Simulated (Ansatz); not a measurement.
A structure relaxed at PBE0-D4/def2-TZVP, charge 0, multiplicity 1:

```xyz
11

C     0.495   -1.164    0.563
N    -0.303   -0.192   -0.160
C     0.252    1.141   -0.067
Si   -1.715   -0.699   -0.985
H     0.051   -2.157    0.472
H     0.558   -0.906    1.627
H     1.518   -1.202    0.168
H     0.313    1.465    0.980
H    -0.371    1.844   -0.617
H     1.268    1.170   -0.479
H    -2.066    0.700   -1.501
```

**Question.** Give its formula and SMILES.

**Answer.** C2H7NSi, `CN(C)[SiH]`.

**Question.** Point group (tolerance 0.08 Å, 0.16 Å for H)?

**Answer.** Cs.

**Question.** Summarise the bond lengths by kind.

**Answer.** 2 × C–N 1.447 to 1.450 Å; 6 × C–H 1.088 to 1.097 Å; 1 × N–Si 1.712 Å; 1 × H–Si 1.532 Å.

Computed with Ansatz.
